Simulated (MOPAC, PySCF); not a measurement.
C4H2, SMILES `C(#C)C#C`, neutral singlet in the gas phase. 

Cartesian coordinates (Å):
SMILES: C#CC#C
```xyz
6

C      1.1512    -0.0090     1.4940
C      0.4126     0.1303     0.5354
C     -0.4126     0.2859    -0.5354
C     -1.1512     0.4252    -1.4940
H      1.8003    -0.1314     2.3365
H     -1.8003     0.5476    -2.3365
```
Charge 0, multiplicity 1.

All levels are single points at this geometry (PBE-D3(BJ)/def2-TZVP); Pople sets use spherical d functions. Orbital energies aren't observables, and empty levels follow the basis.

| level | HOMO (eV) | LUMO (eV) | gap (eV) | dipole (D) | vertical IE, Delta-SCF (eV) |
|---|---|---|---|---|---|
| PBE-D3(BJ)/def2-TZVP in PySCF | -6.55 | -1.89 | 4.65 | 0.00 | – |
| B3LYP/3-21G in PySCF | -7.19 | -0.62 | 6.57 | 0.00 | – |
| B3LYP/6-31G* in PySCF | -6.98 | -0.62 | 6.36 | 0.00 | 9.61 |
| BP86/6-31G* in PySCF | -6.23 | -1.51 | 4.73 | 0.00 | – |
| M06-2X/6-31G* in PySCF | -8.45 | 0.46 | 8.92 | 0.00 | – |
| PBE/6-31G* in PySCF | -6.14 | -1.41 | 4.73 | 0.00 | 9.59 |
| SVWN5/6-31G* in PySCF | -6.29 | -1.60 | 4.69 | 0.00 | 9.83 |
| HF/3-21G in PySCF | -9.91 | 3.39 | 13.30 | 0.00 | – |
| HF/6-31G* in PySCF | -9.73 | 3.42 | 13.14 | 0.00 | – |
| HF/STO-3G in PySCF | -8.01 | 7.36 | 15.38 | 0.00 | – |
| AM1 in MOPAC | -10.22 | 0.60 | 10.82 | 0.00 | – |
| PM6 in MOPAC | -10.44 | 0.31 | 10.75 | 0.00 | – |
| PM7 in MOPAC | -10.45 | 0.23 | 10.67 | 0.00 | – |
